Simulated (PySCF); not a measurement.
HLiO, charge -1, doublet, geometry from GFN2-xTB (such geometries of metal compounds can be far from the true shape) (a state made from the parent by changing its charge; the spin is typed, not shown lowest) (in this run its highest filled SCF level lies above zero, so its values depend strongly on the basis, on diffuse functions most of all); PBE0/def2-SVP run with PySCF.

PySCF was given this input:
```python
from pyscf import gto, scf, dft

mol = gto.Mole()
mol.atom = '''
    Li   -0.000000   -0.000000   -1.422084
    O     0.000000    0.000000    0.367566
    H     0.000000    0.000000    1.325727
'''
mol.basis = 'def2-svp'
mol.charge = -1
mol.spin = 1
mol.verbose = 4
mol.build()

mf = dft.UKS(mol)
mf.xc = 'pbe0'
mf.kernel()
```

The log (banner, timings and long lists left out):

```
PySCF version 2.14.0

[INPUT] verbose = 4
[INPUT] num. atoms = 3
[INPUT] num. electrons = 13
[INPUT] charge = -1
[INPUT] spin (= nelec alpha-beta = 2S) = 1
[INPUT] symmetry False subgroup None
[INPUT] Mole.unit = angstrom
[INPUT] Symbol           X                Y                Z      unit          X                Y                Z       unit  Magmom
[INPUT]  1 Li     0.000000000000   0.000000000000  -1.422084000000 AA    0.000000000000   0.000000000000  -2.687349286126 Bohr   0.0
[INPUT]  2 O      0.000000000000   0.000000000000   0.367566000000 AA    0.000000000000   0.000000000000   0.694599072702 Bohr   0.0
[INPUT]  3 H      0.000000000000   0.000000000000   1.325727000000 AA    0.000000000000   0.000000000000   2.505260945941 Bohr   0.0

nuclear repulsion = 12.0925189877499
number of shells = 14
number of NR pGTOs = 47
number of NR cGTOs = 28
basis = def2-svp
ecp = {}

******** <class 'pyscf.dft.uks.UKS'> ********
method = UKS
initial guess = minao
damping factor = 0
level_shift factor = 0
DIIS = <class 'pyscf.scf.diis.CDIIS'>
diis_start_cycle = 1
diis_space = 8
diis_damp = 0
SCF conv_tol = 1e-09
SCF conv_tol_grad = None
SCF max_cycles = 50
direct_scf = True
direct_scf_tol = 1e-13
number electrons alpha = 7  beta = 6
XC library pyscf.dft.libxc version 7.1.2
    S. Lehtola, C. Steigemann, M. J. T. Oliveira, and M. A. L. Marques,  SoftwareX 7, 1–5 (2018)
XC functionals = pbe0
    C. Adamo and V. Barone,  J. Chem. Phys. 110, 6158 (1999)
    M. Ernzerhof and G. E. Scuseria,  J. Chem. Phys. 110, 5029 (1999)
radial grids:
    Treutler-Ahlrichs [JCP 102, 346 (1995); DOI:10.1063/1.469408] (M4) radial grids

becke partition: Becke, JCP 88, 2547 (1988); DOI:10.1063/1.454033
pruning grids: <function nwchem_prune>
grids dens level: 3
symmetrized grids: False
atomic radii adjust function: <function treutler_atomic_radii_adjust>
small_rho_cutoff = 0
Set gradient conv threshold to 3.16228e-05
tot grids = 37616
init E= -83.0023533650644

cycle= 1 E= -82.9769266705549  delta_E= 0.0254  |g|= 0.689  |ddm|= 0.977

cycle= 2 E= -79.714167574675  delta_E= 3.26  |g|= 2.02  |ddm|= 7.08
cycle= 3 E= -83.1582104120141  delta_E= -3.44  |g|= 0.215  |ddm|= 6.62
cycle= 4 E= -83.1895001040668  delta_E= -0.0313  |g|= 0.0543  |ddm|= 0.376
cycle= 5 E= -83.1908203056964  delta_E= -0.00132  |g|= 0.00293  |ddm|= 0.0995
cycle= 6 E= -83.1908310259651  delta_E= -1.07e-05  |g|= 0.000548  |ddm|= 0.0105
cycle= 7 E= -83.1908316798604  delta_E= -6.54e-07  |g|= 0.00025  |ddm|= 0.00541
cycle= 8 E= -83.1908317527829  delta_E= -7.29e-08  |g|= 2.3e-05  |ddm|= 0.00171
cycle= 9 E= -83.1908317538127  delta_E= -1.03e-09  |g|= 9.18e-06  |ddm|= 0.000279
cycle= 10 E= -83.1908317538774  delta_E= -6.47e-11  |g|= 1.45e-06  |ddm|= 1.57e-05
Extra cycle  E= -83.1908317538758  delta_E= 1.62e-12  |g|= 2.6e-06  |ddm|= 3.11e-06
converged SCF energy = -83.1908317538758  <S^2> = 0.75055195  2S+1 = 2.0005519
```
